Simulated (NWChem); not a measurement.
System: CH3ClN2Zn; SMILES [Cl][Zn]1[NH]C=[NH]->1

Input file for NWChem:

```
start job
memory heap 200 mb stack 900 mb global 1100 mb
geometry units angstroms noautosym nocenter noautoz
  Zn     0.000000     0.000000    -0.153485
  Cl     0.000000     0.000000    -2.284563
  C      0.000000     0.000000     2.247179
  N      0.000000    -1.109057     1.537504
  N      0.000000     1.109057     1.537504
  H      0.000000     0.000000     3.351515
  H      0.000000    -1.999453     2.017214
  H      0.000000     1.999453     2.017214
end
basis spherical
  Zn library 6-31g*
  Cl library 6-31g*
  C library 6-31g*
  N library 6-31g*
  H library 6-31g*
end
dft
  xc b3lyp
  iterations 150
end
property
  efieldgrad
end
task dft property
```

Parts of the log:

```
             Northwest Computational Chemistry Package (NWChem) 7.3.0
             --------------------------------------------------------

                             Geometry "geometry" -> ""
                             -------------------------

 Output coordinates in angstroms (scale by  1.889725989 to convert to a.u.)

  No.       Tag          Charge          X              Y              Z
 ---- ---------------- ---------- -------------- -------------- --------------
    1 Zn                  30.0000     0.00000000     0.00000000    -0.15348500
    2 Cl                  17.0000     0.00000000     0.00000000    -2.28456300
    3 C                    6.0000     0.00000000     0.00000000     2.24717900
    4 N                    7.0000     0.00000000    -1.10905700     1.53750400
    5 N                    7.0000     0.00000000     1.10905700     1.53750400
    6 H                    1.0000     0.00000000     0.00000000     3.35151500
    7 H                    1.0000     0.00000000    -1.99945300     2.01721400
    8 H                    1.0000     0.00000000     1.99945300     2.01721400

 Effective nuclear repulsion energy (a.u.)     405.6740529565

                              NWChem Property Module
                              ----------------------

  itol2e modified to match energy
  convergence criterion.

                                 NWChem DFT Module
                                 -----------------

 Summary of "ao basis" -> "ao basis" (spherical)
 ------------------------------------------------------------------------------
       Tag                 Description            Shells   Functions and Types
 ---------------- ------------------------------  ------  ---------------------
 Zn                          6-31g*                 12       34   5s4p2d1f
 Cl                          6-31g*                  8       18   4s3p1d
 C                           6-31g*                  6       14   3s2p1d
 N                           6-31g*                  6       14   3s2p1d
 H                           6-31g*                  2        2   2s

  itol2e modified to match energy
  convergence criterion.

            General Information
            -------------------
          SCF calculation type: DFT
          Wavefunction type:  closed shell.
          No. of atoms     :     8
          No. of electrons :    70
           Alpha electrons :    35
            Beta electrons :    35
          Charge           :     0
          Spin multiplicity:     1
          Use of symmetry is: off; symmetry adaption is: off
          Maximum number of iterations: 150
          AO basis - number of functions:   100
                     number of shells:    44
          Convergence on energy requested:  1.00D-07
          Convergence on density requested:  1.00D-05
          Convergence on gradient requested:  5.00D-04

              XC Information
              --------------
                         B3LYP Method XC Potential
                     Hartree-Fock (Exact) Exchange  0.200
                        Slater Exchange Functional  0.800 local
                    Becke 1988 Exchange Functional  0.720 non-local
              Lee-Yang-Parr Correlation Functional  0.810
                  VWN I RPA Correlation Functional  0.190 local

             Grid Information
             ----------------
          Grid used for XC integration:  fine
          Radial quadrature: Mura-Knowles
          Angular quadrature: Lebedev.
          Tag              B.-S. Rad. Rad. Pts. Rad. Cut. Ang. Pts.
          ---              ---------- --------- --------- ---------
          Zn                  1.35      140          10.0       974
          Cl                  1.00      123          13.0       770
          C                   0.70       70          12.0       590
          N                   0.65       70          11.0       590
          H                   0.35       60          13.0       590
          Grid pruning is: on
          Number of quadrature shells:   653
          Spatial weights used:  Erf1

      Superposition of Atomic Density Guess
      -------------------------------------

 Sum of atomic energies:       -2384.67409868

      Non-variational initial energy
      ------------------------------

 Total energy =   -2386.742267
 1-e energy   =   -4128.043406
 2-e energy   =    1335.627086
 HOMO         =      -0.299903
 LUMO         =      -0.013631

   convergence    iter        energy       DeltaE   RMS-Dens  Diis-err
 ---------------- ----- ----------------- --------- --------- ---------
 d= 0,ls=0.0,diis     1  -2388.7123030975 -2.79D+03  1.20D-02  6.86D-01
 d= 0,ls=0.0,diis     2  -2388.7065586345  5.74D-03  6.10D-03  8.08D-01
 d= 0,ls=0.0,diis     3  -2388.7942981571 -8.77D-02  1.27D-03  4.30D-02
 d= 0,ls=0.0,diis     4  -2388.7983589869 -4.06D-03  6.08D-04  4.05D-03
 d= 0,ls=0.0,diis     5  -2388.7989101588 -5.51D-04  1.03D-04  1.21D-04
  Resetting Diis
 d= 0,ls=0.0,diis     6  -2388.7989262459 -1.61D-05  2.11D-05  6.49D-06
 d= 0,ls=0.0,diis     7  -2388.7989268322 -5.86D-07  1.37D-05  1.18D-06
 d= 0,ls=0.0,diis     8  -2388.7989267702  6.20D-08  7.66D-06  2.00D-06

         Total DFT energy =    -2388.798926770231
      One electron energy =    -4129.122095384971
           Coulomb energy =     1454.625767999610
    Exchange-Corr. energy =     -119.976652341392
 Nuclear repulsion energy =      405.674052956522

 Numeric. integr. density =       69.999999853662

                       DFT Final Molecular Orbital Analysis
                       ------------------------------------

 Vector   33  Occ=2.000000D+00  E=-2.873385D-01
              MO Center=  6.7D-10,  1.2D-09, -2.2D+00, r^2= 1.5D+00
   Bfn.  Coefficient  Atom+Function         Bfn.  Coefficient  Atom+Function
  ----- ------------  ---------------      ----- ------------  ---------------
    41      0.695534  2 Cl px                45      0.395630  2 Cl px
    37     -0.274010  2 Cl px                21     -0.121240  1 Zn d  1
    11      0.081470  1 Zn px                26     -0.057971  1 Zn d  1
    55     -0.040355  3 C  px                15      0.034320  1 Zn px
    59     -0.029807  3 C  px                 7     -0.028428  1 Zn px

 Vector   34  Occ=2.000000D+00  E=-2.794623D-01
              MO Center= -1.4D-10, -2.2D-08, -1.8D+00, r^2= 2.6D+00
   Bfn.  Coefficient  Atom+Function         Bfn.  Coefficient  Atom+Function
  ----- ------------  ---------------      ----- ------------  ---------------
    42      0.661515  2 Cl py                46      0.379601  2 Cl py
    38     -0.260084  2 Cl py                19      0.206223  1 Zn d -1
    72      0.131972  4 N  s                 86     -0.131972  5 N  s
    71     -0.119312  4 N  pz                85      0.119312  5 N  pz
    24      0.101040  1 Zn d -1              75     -0.083319  4 N  pz

 Vector   35  Occ=2.000000D+00  E=-2.414069D-01
              MO Center=  7.6D-10, -6.0D-08,  1.5D+00, r^2= 2.1D+00
   Bfn.  Coefficient  Atom+Function         Bfn.  Coefficient  Atom+Function
  ----- ------------  ---------------      ----- ------------  ---------------
    69      0.441551  4 N  px                83     -0.441551  5 N  px
    73      0.383903  4 N  px                87     -0.383903  5 N  px
    18      0.074257  1 Zn d -2              62     -0.038683  3 C  d -2
    23      0.035192  1 Zn d -2

[...]

          -----------------------
          Electric field gradient
          -----------------------

 1 a.u. = 0.324123 10**(16) esu/cm**3  ( or statvolts/cm**2 ) = 0.97174 10**(22) v/m**2

 ------------------------------------------------------------
   Atom      X         Y         Z
 ------------------------------------------------------------
    1 Zn   0.00000   0.00000  -0.29004
 ------------------------------------------------------------

 Electric field gradient in molecular frame (a.u.)
         XX             YY             ZZ             XY             XZ             YZ
 ------------------------------------------------------------------------------------------
       -0.913779       0.306606       0.607173       0.000000      -0.000000      -0.000000

 Principal components (a.u.) and orientation
 of principal axis w.r.t. absolute frame                      Asymmetry parameter eta
 --------------------------------------------------------------------------------------
       -0.913779       0.607173       0.306606                       0.328927

        1.000000      -0.000000       0.000000
       -0.000000      -0.000000       1.000000
        0.000000       1.000000       0.000000

 ------------------------------------------------------------
   Atom      X         Y         Z
 ------------------------------------------------------------
    2 Cl   0.00000   0.00000  -4.31720
 ------------------------------------------------------------

 Electric field gradient in molecular frame (a.u.)
         XX             YY             ZZ             XY             XZ             YZ
 ------------------------------------------------------------------------------------------
        0.626578       0.844675      -1.471254       0.000000      -0.000000      -0.000000

 Principal components (a.u.) and orientation
 of principal axis w.r.t. absolute frame                      Asymmetry parameter eta
 --------------------------------------------------------------------------------------
       -1.471254       0.844675       0.626578                       0.148239

        0.000000       0.000000       1.000000
        0.000000       1.000000      -0.000000
        1.000000      -0.000000      -0.000000

 ------------------------------------------------------------
   Atom      X         Y         Z
 ------------------------------------------------------------
    3 C    0.00000   0.00000   4.24655
 ------------------------------------------------------------

 Electric field gradient in molecular frame (a.u.)
         XX             YY             ZZ             XY             XZ             YZ
 ------------------------------------------------------------------------------------------
       -0.379821       0.200772       0.179049      -0.000000      -0.000000       0.000000

 Principal components (a.u.) and orientation
 of principal axis w.r.t. absolute frame                      Asymmetry parameter eta
 --------------------------------------------------------------------------------------
       -0.379821       0.200772       0.179049                       0.057194

        1.000000      -0.000000      -0.000000
        0.000000       1.000000      -0.000000
        0.000000       0.000000       1.000000

 ------------------------------------------------------------
   Atom      X         Y         Z
 ------------------------------------------------------------
    4 N    0.00000  -2.09581   2.90546
 ------------------------------------------------------------

 Electric field gradient in molecular frame (a.u.)
         XX             YY             ZZ             XY             XZ             YZ
 ------------------------------------------------------------------------------------------
        0.415201      -0.507672       0.092471       0.000000      -0.000000      -0.032926

 Principal components (a.u.) and orientation
 of principal axis w.r.t. absolute frame                      Asymmetry parameter eta
 --------------------------------------------------------------------------------------
       -0.509473       0.415201       0.094272                       0.629924

       -0.000000       1.000000       0.000000
        0.998507       0.000000      -0.054618
        0.054618      -0.000000       0.998507

 ------------------------------------------------------------
   Atom      X         Y         Z
 ------------------------------------------------------------
    5 N    0.00000   2.09581   2.90546
 ------------------------------------------------------------

 Electric field gradient in molecular frame (a.u.)
         XX             YY             ZZ             XY             XZ             YZ
 ------------------------------------------------------------------------------------------
        0.415202      -0.507672       0.092471      -0.000000      -0.000000       0.032926

 Principal components (a.u.) and orientation
 of principal axis w.r.t. absolute frame                      Asymmetry parameter eta
 --------------------------------------------------------------------------------------
       -0.509473       0.415202       0.094272                       0.629924

        0.000000       1.000000       0.000000
        0.998507      -0.000000       0.054618
       -0.054618      -0.000000       0.998507

 ------------------------------------------------------------
   Atom      X         Y         Z
 ------------------------------------------------------------
    6 H    0.00000   0.00000   6.33344
 ------------------------------------------------------------

 Electric field gradient in molecular frame (a.u.)
         XX             YY             ZZ             XY             XZ             YZ
 ------------------------------------------------------------------------------------------
        0.137805       0.126739      -0.264544      -0.000000       0.000000      -0.000000

 Principal components (a.u.) and orientation
 of principal axis w.r.t. absolute frame                      Asymmetry parameter eta
 --------------------------------------------------------------------------------------
       -0.264544       0.137805       0.126739                       0.041831

       -0.000000       1.000000       0.000000
        0.000000      -0.000000       1.000000
        1.000000       0.000000      -0.000000

 ------------------------------------------------------------
   Atom      X         Y         Z
 ------------------------------------------------------------
    7 H    0.00000  -3.77842   3.81198
 ------------------------------------------------------------

 Electric field gradient in molecular frame (a.u.)
         XX             YY             ZZ             XY             XZ             YZ
 ------------------------------------------------------------------------------------------
        0.216138      -0.269860       0.053722       0.000000      -0.000000       0.236733

 Principal components (a.u.) and orientation
 of principal axis w.r.t. absolute frame                      Asymmetry parameter eta
 --------------------------------------------------------------------------------------
       -0.394807       0.216138       0.178670                       0.094902

       -0.000000       1.000000      -0.000000
        0.884377       0.000000       0.466774
       -0.466774       0.000000       0.884377

 ------------------------------------------------------------
   Atom      X         Y         Z
 ------------------------------------------------------------
    8 H    0.00000   3.77842   3.81198
 ------------------------------------------------------------

 Electric field gradient in molecular frame (a.u.)
         XX             YY             ZZ             XY             XZ             YZ
 ------------------------------------------------------------------------------------------
        0.216138      -0.269860       0.053722       0.000000       0.000000      -0.236733

 Principal components (a.u.) and orientation
 of principal axis w.r.t. absolute frame                      Asymmetry parameter eta
 --------------------------------------------------------------------------------------
       -0.394807       0.216138       0.178670                       0.094902

       -0.000000       1.000000      -0.000000
        0.884377       0.000000      -0.466774
        0.466774       0.000000       0.884377
```

Level: B3LYP/6-31G* (spherical d). Coordinates come from a PBE0/def2-SVP optimisation. No frequency run checked for a minimum. B3LYP is NWChem's, with the RPA form of VWN correlation. NWChem prints the field gradient with the sign opposite to the second derivative of the potential.
